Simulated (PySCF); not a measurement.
An unknown is described by computed data only.

Elements present: C, H, O and Si. Monoisotopic mass: 132.0063 u.

* 1H NMR: chemical shifts (computed TMS as zero) by class: 7.71 (1 H), 6.25 (1 H), 4.54 (3 H), 4.31 (3 H) ppm [GIAO PBE0/pcSseg-1]
* NMR, other nuclei: isotropic shieldings of nuclei other than C and H, by class: -99 (1 O), 38 (1 O), 431 (1 Si), 431 (1 Si) ppm [GIAO PBE0/pcSseg-1]
* UV, strongest line: among the 10 lowest singlet transitions: S2 at 5.60 eV (221 nm, f = 0.302) [TDDFT PBE0/def2-SVPD]
* Rotational structure: rotational constants A, B, C: 3.596, 1.007, 0.802 GHz [PBE0-D3(BJ)/def2-SVP]
* Valence photoelectron: vertical ionisation energy: 9.45 eV [ΔSCF PBE0/def2-SVPD]
* 13C NMR: chemical shifts (computed TMS as zero) by class: 166.3 (1 C), 163.6 (1 C), 123.7 (1 C) ppm [GIAO PBE0/pcSseg-1]

Gas-phase values; electronic properties from PySCF, density fitting. Levels stand in brackets. Isolated species at its PBE0-D3(BJ)/def2-SVP geometry (one conformer only). Each NMR value is the plain mean over a class of atoms that symmetry, rotation or inversion makes alike.

Task: Which formula fits the mass and the elements?

Result: C3H8O2Si2 (calculated 132.0063). No other formula that holds each of these elements comes within 0.0003 u with a fitting electron parity and a possible valence count.

Task: Propose a structure and show how it fits.

Result: Numbering: `[O:1]=[CH:2][O:3]/[C:4]([SiH3:5])=[CH:6]/[SiH3:7]`. Its formula, C3H8O2Si2, gives 2 degrees of unsaturation: 0 rings and 2 π bonds in the structure found. 3 carbons fall into 3 classes; from least to most shielded: vinylic carbon bearing oxygen [C4] (166.3 ppm), ester carbonyl carbon [C2] (163.6 ppm), alkene CH carbon [C6] (123.7 ppm). Hydrogen classes from least to most shielded: 1 H on an ester carbonyl carbon, C2 (7.71 ppm), 1 H on an alkene CH carbon, C6 (6.25 ppm), 3 H on an SiH3 silicon, Si5 (4.54 ppm), 3 H on an SiH3 silicon, Si7 (4.31 ppm). The other shieldings belong to: -99 ppm, ester carbonyl oxygen [O1]; 38 ppm, ester single-bonded oxygen [O3]; 431 ppm, SiH3 silicon [Si7]; 431 ppm, SiH3 silicon [Si5]. The first electron is taken from the HOMO, whose largest Löwdin shares are 0.31 on the alkene CH carbon, 0.24 on the vinylic carbon bearing oxygen, 0.14 on the ester single-bonded oxygen and 0.07 on an SiH3 silicon. By its constants the optimised geometry is an asymmetric top. Structure: `O=CO/C([SiH3])=C/[SiH3]`. Computed isomers that give other values at the same levels: `O=C(O)[SiH]1C[SiH2]C1` (13C chemical shifts (computed TMS as zero) by class: 188.7 (1 C), -5.1 (2 C) ppm). The assignments are read from this structure; whether some other isomer fits the data as well wasn't checked.

Conformer computed: `[O:1]=[CH:2][O:3]/[C:4]([SiH3:5])=[CH:6]/[SiH3:7]`: O1–C2–O3–C4 0°, C2–O3–C4–Si5 -3°.
